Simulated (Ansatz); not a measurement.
Reaction (redistribution): `[CH3][In]([OH])[OH]` + `C[O][Sn]([SH])([Cl])[Cl]` → `C[O][In]([OH])[OH]` + `[CH3][Sn]([SH])([Cl])[Cl]`

Computed with Ansatz on PBE0-D4/def2-TZVP structures; ΔE is electronic, products minus reactants. CBS: MP2 limit from def2 TZ/QZ plus the TZ coupled-cluster correction, frozen cores. Functionals use def2-TZVPP. def2 core potentials past Kr. For In, Sn outer-core shells are correlated without core-valence functions, which leaves a few kJ/mol of doubt a bond. One conformer a species, not always the lowest.

```csv
level,ΔE (kJ/mol),difference from CCSD(T)/CBS
r2SCAN-D4,2.2,1.6
PBE,0.8,0.2
r2SCAN,1.9,1.3
PBE0,-0.3,-0.9
MP2/def2-TZVPP,0.6,0.0
CCSD/def2-TZVPP,-0.5,-1.1
HF/def2-QZVPP,-5.1,-5.7
MP2/def2-QZVPP,1.1,0.5
SCS-MP2/def2-QZVPP,-0.4,-1.0
MP2/CBS(def2),0.9,0.3
CCSD(T)/CBS,0.6,0
```

Largest T1 diagnostic among the species: 0.017.

In def2-TZVPP, CCSD(T) changes the Hartree–Fock value by +6.3 kJ/mol (the triples alone add +0.8 kJ/mol) and MP2 by +6.6 kJ/mol.
